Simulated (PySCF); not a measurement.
C$_{2}$H$_{2}$Cl (SMILES [CH]=CCl), doublet, geometry from GFN2-xTB. Base run: R2SCAN/6-31G (PySCF).

PySCF was given this input:
```python
from pyscf import gto, scf, dft

mol = gto.M(
    atom='''
C    -1.69798252    0.23809612    0.21380316
C    -0.49840540    0.65244527    0.26932677
Cl    0.92154321   -0.37602988   -0.20355303
H    -2.34367442   -0.56836796   -0.02296368
H    -0.14423266    1.61762752    0.58458570
''',
    basis='6-31g',
    spin=1,
    verbose=4,
    symmetry=True,
)

mf = dft.UKS(mol)
mf.xc = 'r2scan'
mf.kernel()
mf.analyze()
```

The base run was repeated with changes; each row names its change, and settings that it needs were set with it.

```
change                               ΔE vs base (mEh)  point group used  SCF cycles
-----------------------------------  ----------------  ----------------  ----------
base                                            0.000                Cs          11
symmetry = off                                  0.000                C1          11
irrep_nelec = A':(12, 12) A":(4, 3)             195.7                Cs          10
irrep_nelec = A':(14, 12) A":(2, 3)             260.6                Cs          10
```

Open shells are given as the SCF converged; they aren't shown to be the lowest states, and a large step between rows can be another state.
